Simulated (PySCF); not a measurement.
## Calculated data, C2H5BSi

Calculation on a computer-drawn molecule: the log of a Hartree-Fock and frozen-core CCSD(T) single point meant for a local Hartree-Fock minimum, with one planted fault or none, to be diagnosed. Offsets are logged minus clean, where the clean run is the same molecule without the fault. The reference is restricted for singlets and unrestricted otherwise, and also for a bond in bohr or an excited solution. Adding or removing an electron swaps singlet and doublet. The excited solution moves the top pair (singlet) or top alpha electron (doublet) to the lowest empty orbital. Highest occupied and lowest empty are orbital energies over both spins, largest force is the largest gradient component, triples share is (T) over the correlation energy, the T1 limit is 0.02 restricted and 0.045 unrestricted, electrons count all cores, a negative frequency is imaginary (commonest isotopes), and the dipole is about the centre of nuclear charge. Program: PySCF 2.14.0.

### C2H5BSi

Logged structure:
```xyz
9
C2H5BSi
B     -1.0124    -0.6136     1.4867
C     -1.8335    -1.7135     1.4549
Si    -1.7588    -2.3854    -0.2849
C     -0.5453    -1.2207    -1.2604
H     -0.2880     0.3073     1.4041
H     -2.4612    -2.2222     2.1683
H     -0.8996    -0.1867    -1.3392
H      0.4730    -1.1968    -0.8570
H     -0.4756    -1.6111    -2.2789
```

- meant charge: 0
- meant multiplicity: 1
- meant basis: cc-pV(D+d)Z
- logged electrons: 36
- logged basis functions: 90
- logged SCF converged: yes
- logged spin squared: 0
- logged highest occupied: -8.0184 eV
- logged lowest empty: 1.4163 eV
- logged largest force: 3.055e-05 hartree/bohr
- logged lowest frequency: 23.45 cm⁻¹
- logged T1 diagnostic: 0.019498
- logged D1 diagnostic: 0.071831
- logged triples share: 0.038581
- logged CC converged: yes
- logged dipole magnitude: 2.289 debye
- logged SCF stable within its kind: yes
- logged energy HF: -392.17905 hartree
- logged energy CCSD(T): -392.68806 hartree
- possible faults: no fault, one electron removed, one electron added, multiplicity raised by two, geometry at a saddle point, SCF held on an excited solution, minimal basis STO-3G, one bond length entered in bohr, all coordinates scaled
- planted fault: withheld

Drawn bonds:
```tsv
atom	other atom	order
1	2	2
2	3	1
3	4	1
1	5	1
2	6	1
4	7	1
4	8	1
4	9	1
```

Questions
1. Which fault was planted in the run of C2H5BSi?

Calculated values
1. no fault

Further results for C2H5BSi:

* HF energy offset from clean run: 0 kcal/mol
* CCSD(T) energy offset from clean run: 0 kcal/mol
